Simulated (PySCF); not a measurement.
## Radial density of Tc (technetium, neutral)

UHF, [Kr] 4d5 5s2, high-spin 6S determinant. All numbers are calculated (PySCF 2.14, scalar relativity by spin-free X2C-1e, in x2c-SVPall).

```
r (bohr)  4πr²ρ (e/bohr)  4πr²(ρα − ρβ)
  0.0303           52.65        -0.0016
  0.0510           46.14        -0.0002
  0.0858           63.48         0.0576
   0.144           57.82         0.3406
   0.243           44.61         0.7386
   0.408           45.54         0.2096
   0.687           13.47         0.6741
    1.15           11.85         3.3041
    1.94           3.645         2.1834
    3.27          0.9438         0.3477
    5.50          0.1768        -0.0445
    9.24        0.005714        -0.0046
```

Densities and radii are taken from the X2C orbitals without a picture-change correction, which distorts them close to the nucleus.

**Question.** Where is the radial spin density 4πr²(ρα − ρβ) most negative, and why is it negative at all?

**Answer.** Around r = 5.50 bohr, down to -0.0445 e/bohr: exchange with the open shell polarises the paired shells in an unrestricted calculation.
